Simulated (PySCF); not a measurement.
# Reading the logs of faulty runs: B2H4NSi

Calculated results; nothing here was measured. The program is PySCF 2.14.0, an open-source quantum chemistry code, run on an isolated molecule that a program drew, which may never have been made. The molecule is B2H4NSi (charge 0, doublet), drawn as the SMILES string `N=BB[SiH2]`.

Each row is a Hartree-Fock (HF) and frozen-core CCSD(T) single point in the cc-pV(D+d)Z basis, meant for a local HF minimum. Run 1 is clean. Each other run has one planted mistake out of seven kinds, and not every kind appears here: one electron removed, one electron added, multiplicity raised by two, geometry at a saddle point, minimal basis STO-3G, one bond length entered in bohr, all coordinates scaled. The reference is restricted for singlets and unrestricted otherwise, and also for a bond in bohr. Adding or removing an electron swaps singlet and doublet. Electrons count all cores. HOMO and LUMO are orbital energies over both spins, the gradient is its largest component, and the lowest frequency (negative if imaginary) is given only where the gradient is small. Bond lengths are over the 7 bonds as drawn. T1 is the CCSD diagnostic: over 0.02 (restricted) or 0.045 (unrestricted) a single reference is doubtful.

Geometry of the clean run:
```xyz
8
B2H4NSi, angstrom
N    -2.1747    1.1666    0.3009
B    -1.0029    0.7922    0.2374
B     0.5951    0.2604    0.1726
Si    1.2603   -1.1180    1.3644
H    -3.1086    1.4767    0.3386
H     1.3611    0.7287   -0.6203
H     2.6485   -1.6181    1.3480
H     0.4482   -1.7935    2.3940
```

| run | electrons | basis functions | <S^2> | HOMO (eV) | LUMO (eV) | gradient (hartree/bohr) | lowest frequency (cm^-1) | mean bond (Å) | longest bond (Å) | T1 | HF (hartree) | CCSD(T) (hartree) | mistake |
|---|---|---|---|---|---|---|---|---|---|---|---|---|---|
| 1 | 35 | 85 | 0.762 | -8.49 | 0.14 | 2.5e-05 | 122 | 1.4272 | 1.940 | 0.0190 | -395.04177 | -395.50938 | no fault |
| 2 | 35 | 85 | 1.595 | -8.46 | -0.12 | 7.7e-03 | - | 1.6147 | 2.787 | 0.0556 | -394.92525 | -395.38908 | one bond length entered in bohr |
| 3 | 35 | 85 | 0.764 | -8.44 | 0.11 | 5.5e-02 | - | 1.4857 | 2.019 | 0.0212 | -395.02894 | -395.50442 | ? |
| 4 | 35 | 85 | 3.786 | -6.36 | -2.59 | 8.1e-02 | - | 1.4272 | 1.940 | 0.0402 | -394.87069 | -395.33391 | ? |

**Which mistake was planted in run 3, and what did it cost?**

The mean and the longest bond both change by the same factor, 1.041, and the gradient is no longer small. So the mistake is: all coordinates scaled. Subtracting run 1 and multiplying by 627.51 kcal/mol a hartree, the energy moved by 8.1 kcal/mol in HF and 3.1 kcal/mol in CCSD(T).

**Which mistake was planted in run 4, and what did it cost?**

Electrons, basis and geometry are unchanged, and <S^2> is 3.786, beside S(S+1) = 3.75 for a multiplicity of 4. So the mistake is: multiplicity raised by two. Subtracting run 1 and multiplying by 627.51 kcal/mol a hartree, the energy moved by 107.4 kcal/mol in HF and 110.1 kcal/mol in CCSD(T).

Cautions from the logs. Run 2: T1 is over the limit, so its CCSD(T) energy is less reliable.
